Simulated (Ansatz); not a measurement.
Cost and result for the atomization energy of C$_{3}$H$_{7}$BSi (`B[SiH](C)C#C`) (12 atoms, 11 bonds).

Cartesian coordinates in Å:
```
B -1.233 0.238 -1.646
Si 0.000 -0.458 -0.220
C -0.761 -0.513 1.491
C 1.571 0.483 -0.149
C 2.588 1.130 -0.097
H -2.394 -0.058 -1.627
H -0.848 0.902 -2.561
H 0.337 -1.848 -0.661
H -0.067 -0.959 2.206
H -1.678 -1.107 1.479
H -1.007 0.492 1.839
H 3.489 1.698 -0.053
```

Charge 0, multiplicity 1. All single points use the PBE0-D4/def2-TZVP geometry. Program: Ansatz. All runs use 4 threads of an Arm Neoverse V1 on a shared host. Times are those of one run each, without the atoms' runs, and a repeat can differ threefold. Electronic energies, without spin–orbit coupling; frozen cores. CCSD(T)/CBS adds CCSD(T) − MP2 in def2-TZVPP to the MP2 limit, and its time is that of the two runs behind it. T1 = 0.012. B3LYP takes the VWN-RPA correlation (the form of Gaussian; ORCA's B3LYP/G).

CCSD(T)/CBS is a level of theory with its own doubt, some kJ/mol a heavy atom from the limit and from the frozen cores, so smaller differences don't rank the functionals.

```json
{"level": "PBE-D4/def2-TZVPP (with forces)", "functions": "264", "wall time": "2.6 s", "atomization (kJ/mol)": "4640.3", "difference from CCSD(T)/CBS": "81.1", "per bond": "7.4"}
{"level": "PBE0-D4/def2-TZVPP", "functions": "264", "wall time": "2.9 s", "atomization (kJ/mol)": "4584.7", "difference from CCSD(T)/CBS": "25.5", "per bond": "2.3"}
{"level": "r2SCAN-D4/def2-TZVPP (with forces)", "functions": "264", "wall time": "4.8 s", "atomization (kJ/mol)": "4585.0", "difference from CCSD(T)/CBS": "25.8", "per bond": "2.3"}
{"level": "B3LYP-D4/def2-TZVPP (with forces)", "functions": "264", "wall time": "4.8 s", "atomization (kJ/mol)": "4578.2", "difference from CCSD(T)/CBS": "19.0", "per bond": "1.7"}
{"level": "B2PLYP/def2-TZVPP", "functions": "264", "wall time": "5.5 s", "atomization (kJ/mol)": "4534.7", "difference from CCSD(T)/CBS": "-24.5", "per bond": "-2.2"}
{"level": "ωB97X-V/def2-TZVPP", "functions": "264", "wall time": "8 s", "atomization (kJ/mol)": "4574.6", "difference from CCSD(T)/CBS": "15.4", "per bond": "1.4"}
{"level": "ωB97M-V/def2-TZVPP (with forces)", "functions": "264", "wall time": "12 s", "atomization (kJ/mol)": "4580.3", "difference from CCSD(T)/CBS": "21.1", "per bond": "1.9"}
{"level": "MP2/def2-QZVPP", "functions": "508", "wall time": "24 s", "atomization (kJ/mol)": "4581.4", "difference from CCSD(T)/CBS": "22.2", "per bond": "2.0"}
{"level": "CCSD(T)/def2-TZVPP", "functions": "264", "wall time": "2.3 min", "atomization (kJ/mol)": "4455.1", "difference from CCSD(T)/CBS": "-104.1", "per bond": "-9.5"}
{"level": "CCSD(T)/CBS(def2)", "functions": "–", "wall time": "2.7 min", "atomization (kJ/mol)": "4559.2", "difference from CCSD(T)/CBS": "0.0", "per bond": "0.0"}
```

From PBE to PBE0 (25 % exact exchange), in def2-TZVPP and without D4, the atomization energy moves by −52.1 kJ/mol: exact exchange takes away binding that semilocal exchange gives to molecules. The D4 term adds +37.5 kJ/mol with B3LYP and +19.9 kJ/mol with PBE0; it sums over pairs of atoms, weighted by their polarisabilities, and B3LYP, whose exchange is more repulsive, gets the larger term. In def2-TZVPP, CCSD(T) changes the Hartree–Fock value by +978.5 kJ/mol (the triples alone add +61.7 kJ/mol) and MP2 by +1043.4 kJ/mol; breaking electron pairs costs correlation energy, which Hartree–Fock lacks.
